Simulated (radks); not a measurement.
Results of a calculation; reference values are marked as such.
The erbium anion Er- inside a hard spherical wall (all orbitals vanish at R), configuration held at [Xe] 4f13 6s2 and not refilled when levels cross. Level of theory: scalar-relativistic Kohn-Sham, LDA (Slater exchange, VWN5 correlation), spin-polarised, spherical densities, finite nucleus; open shells are filled with parallel spins first (spin-orbit coupling, left out, can overturn this in heavy ions); Fermi nuclear charge, rms radius 5.2516 fm (a radial shooting solver on a logarithmic mesh with Libxc functionals). Eigenvalues in eV for spin up, with the zero of energy where the potential of the charges vanishes at infinity; a dash marks a level that is unbound or too diffuse for the functional's potential to be trusted. A positive occupied level is held by the wall or, in an anion where self-interaction has pushed it up, behind a barrier. The pressure on the wall is -dE/dV.

| R (bohr) | E (hartree) | kinetic (hartree) | e(5s) | e(5p) | e(6s) | e(6p, empty) | e(5d, empty) | e(4f) | pressure (GPa) |
|---|---|---|---|---|---|---|---|---|---|
| 12 | -13076.7577 | 14170.947 | -45.014 | -19.814 | 0.600 | - | - | 4.063 | 0.128 |
| 8 | -13076.6898 | 14171.077 | -41.781 | -16.739 | 2.540 | 5.307 | 6.161 | 7.470 | 1.43 |
| 6 | -13076.5266 | 14171.539 | -38.545 | -13.672 | 5.795 | 10.148 | 9.526 | 10.847 | 10.1 |
| 5 | -13076.2795 | 14172.272 | -35.774 | -11.097 | 9.883 | 16.109 | 12.812 | 13.829 | 35.5 |
| 3.5 | -13074.7247 | 14177.502 | -26.601 | -2.405 | 30.414 | 43.726 | 25.143 | 24.395 | 465 |
| 2 | -13054.8328 | 14241.761 | 25.472 | 56.548 | 197.36 | 234.16 | 104.58 | 83.198 | 26600 |
| 1.5 | -13006.3956 | 14384.731 | 123.71 | 170.87 | 489.41 | 545.34 | 244.17 | 162.69 | 194000 |
